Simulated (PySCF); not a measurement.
C7H15 (doublet state).
Cartesian coordinates in Å at the GFN2-xTB level; atoms count from 1:
```
atom  x, y, z in Å
C1    -2.1280   -1.6909   -0.0059
C2    -1.3060   -0.6068    0.5691
C3    -0.7790    0.5256   -0.2267
C4    -1.5297    1.8273    0.1153
C5     0.7265    0.7300    0.0299
C6     1.5465   -0.4873   -0.3882
C7     3.0325   -0.2911   -0.1164
H8    -2.0030   -1.7477   -1.0859
H9    -1.8676   -2.6568    0.4323
H10   -3.1963   -1.5389    0.1980
H11   -1.1857   -0.5695    1.6396
H12   -0.9248    0.3173   -1.2927
H13   -2.5922    1.7146   -0.0856
H14   -1.4008    2.0689    1.1676
H15   -1.1477    2.6532   -0.4809
H16    0.8819    0.9234    1.0937
H17    1.0698    1.6069   -0.5240
H18    1.3945   -0.6752   -1.4537
H19    1.1824   -1.3617    0.1564
H20    3.5977   -1.1701   -0.4178
H21    3.2066   -0.1176    0.9433
H22    3.4119    0.5661   -0.6691
```

The hyperfine couplings belong to this conformer and change with its torsions.

The species is `CCC[C@H](C)[CH]C` [radical].

Computed with PySCF, UKS B3LYP, pcH-1 on C H, non-relativistic, mean-field spin-orbit, GIAO. The structure is a single GFN2-xTB conformer in the gas phase; no vibrational or solvent corrections. The geometry wasn't refined by DFT: couplings that depend on bond lengths, twists or pyramidal angles can differ widely from those at the functional's own minimum. No stability test was run, so a lower SCF solution isn't excluded.

Principal values of hyperfine tensors in MHz (contact and dipolar terms together), for some of the nuclei:

```tsv
atom	isotope	A1	A2	A3
H10	1H	144.16	146.32	158.33
C2	13C	13.20	14.11	257.52
H9	1H	70.83	71.27	85.03
H11	1H	-99.30	-61.17	-21.79
C5	13C	35.78	36.33	46.88
C1	13C	-37.31	-34.54	-32.81
C3	13C	-32.64	-30.75	-28.64
H15	1H	16.00	17.53	23.85
```

(1) Give the isotropic coupling of each nucleus in MHz and in mT (g = 2.0026), and the anisotropic part.

(2) What spin density at the nucleus of C5 lies behind its contact coupling (g_N = 1.40482)?

(3) C4 (13C, g_N = 1.40482) isn't in the table. Its spin density at the nucleus is 0.06284 bohr⁻³. What is its contact coupling?

(4) Which nucleus of the table has the largest anisotropic coupling, and what is its form?

(5) What first-order splitting does C2 cause when the field lies along A1, A2 or A3 of its tensor (g taken as isotropic, no quadrupole term)?

Results:

(1) a_iso is a third of the trace, T = A − a_iso, and a(mT) = a(MHz)/(g × 13.996).

```
atom  a_iso (MHz)  a_iso (mT)      T1      T2      T3
 H10       149.61       5.338   -5.44   -3.28    8.73
  C2        94.94       3.387  -81.74  -80.84  162.58
  H9        75.71       2.701   -4.88   -4.44    9.32
 H11       -60.75      -2.168  -38.55   -0.41   38.96
  C5        39.66       1.415   -3.88   -3.34    7.22
  C1       -34.89      -1.245   -2.42    0.35    2.08
  C3       -30.68      -1.094   -1.96   -0.07    2.04
 H15        19.13       0.682   -3.13   -1.60    4.72
```

(2) a_FC = (2μ0/3) gₑ μB g_N μN ρ(0)/(2S·h) = 800.24 MHz × g_N × ρ(0)/(2S), with ρ in bohr⁻³. With a_FC = 39.66 MHz and 2S = 1, ρ(0) = 0.03528 bohr⁻³.

(3) By the same relation, a_FC = 70.6 MHz. Its full tensor has the principal values 65.93, 66.04, 79.95 MHz.

(4) C2: -81.7, -80.8, 162.6 MHz, axial, in the ratio −1:−1:+2, the form that spin in one p orbital centred on that nucleus gives.

(5) 2 lines (I = 1/2), spaced by |A_i|/(g × 13.996): 0.47, 0.50, 9.19 mT along the axes of A1, A2 and A3.

Time: 73 s of wall time (with the writing of density and orbital grids); peak memory 0.99 GiB. Hardware: an AMD EPYC 7B13 with one thread (shared host).
